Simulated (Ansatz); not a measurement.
Consider the ligand exchange at a Zr–C bond: `[F][Zr]([F])([F])[c]1ccccc1` + H₂Se → `[F][Zr]([F])([F])[SeH]` + benzene.

Calculated with Ansatz (gas phase, PBE0-D4/def2-TZVP geometries, no zero-point term in ΔE). CCSD(T)/CBS adds triple-zeta CCSD(T) − MP2 to the extrapolated MP2 energy (def2 sets, frozen cores). Functionals use def2-TZVPP. Elements past krypton have def2 core potentials. For Se, Zr outer-core shells are correlated without core-valence functions, which leaves a few kJ/mol of doubt a bond. Scalar relativity is left out up to krypton. One conformer a species, not always the lowest.

(1) Is it downhill or uphill in electronic energy at CCSD(T)/CBS, and by how much? (Estimate.)

(2) What do these levels give: LDA (SPW92), PBE-D4, ωB97M-V, PBE-QIDH, revPBE, BHLYP? (Best estimate.)

Largest T1 diagnostic among the species: 0.016.

Answers

(1) Ansatz gave: Downhill: ΔE = -31.9 kcal/mol.

(2) Ansatz gave: LDA (SPW92) -32.9, PBE-D4 -31.8, ωB97M-V -32.3, PBE-QIDH -33.2, revPBE -32.8, BHLYP -33.9 kcal/mol.

The D4 term adds +1.6 kcal/mol with B3LYP and +1.0 kcal/mol with PBE0; it sums over pairs of atoms, weighted by their polarisabilities, and B3LYP, whose exchange is more repulsive, gets the larger term. At CCSD(T), def2-SVP lies +4.1 kcal/mol from the extrapolated value and def2-TZVPP +0.9 kcal/mol. Leaving LDA and LC-ωPBE aside and taking each functional with its dispersion term where it has one, the values, not all of them listed here, spread over 3.0 kcal/mol, from r2SCAN0-D4 to BLYP-D4.

B3LYP here is the variant with VWN-RPA as its local correlation; programs differ in this.
